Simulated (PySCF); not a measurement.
## `ClC[Si](Cl)(Cl)Cl` (CH2Cl4Si): bond dissociation enthalpies at several levels

Optimised structure (Å), atoms numbered from 1:
```
Cl   -1.9697    1.1819    0.0464
C    -0.9658   -0.2729   -0.1634
Si    0.8412    0.1186    0.1090
Cl    1.8980   -1.6138   -0.1794
Cl    1.4743    1.5168   -1.2351
Cl    1.1598    0.7973    2.0085
H    -1.1122   -0.6646   -1.1813
H    -1.2960   -1.0408    0.5521
```

All levels share the PBE0-D3(BJ)/def2-SVP structures and the GFN2-xTB thermal terms; only the single-point energies (PySCF) change. Values are bond dissociation enthalpies (298 K, kJ/mol).

```csv
level,Cl1–C2,C2–Si3,C2–H,Si3–Cl4
M06-2X/ma-def2-SVP,328,355,395,448
M06-2X/def2-TZVP,335,351,394,462
```

The widest spread is that of Si3–Cl4: 14 kJ/mol, from 448 to 462.

Known limits: spin-orbit coupling is left out of the energies, which matters for open shells on the heavier atoms; in free energy Cl1–C2 and C2–Si3 (by 9.3 kJ/mol) differ by less than the method's error (some 10 kJ/mol), so that order is undecided.
